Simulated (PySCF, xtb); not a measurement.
C2H4F2Si, SMILES C(=C)([SiH2]F)F. One conformer was computed; it need not be the lowest.

Harmonic wavenumbers (cm⁻¹) from GFN2-xTB (xtb) at its own minimum, in rising order: 47, 142, 280, 315, 381, 533, 558, 647, 711, 731, 759, 825, 897, 927, 1167, 1368, 1665, 2338, 2355, 3105, 3161.

What does PBE-D3(BJ)/def2-SVP run with PySCF 2.14.0 give at its own minimum? (Estimate from the structure and the level; the computed values follow.)

76, 137, 303, 315, 381, 635, 654, 685, 744, 827, 856, 893, 909, 940, 1197, 1317, 1650, 2191, 2198, 3089, 3200. Paired by order, the mean absolute difference is 51 cm⁻¹ and the zero-point energies are 32.8 and 33.2 kcal/mol.
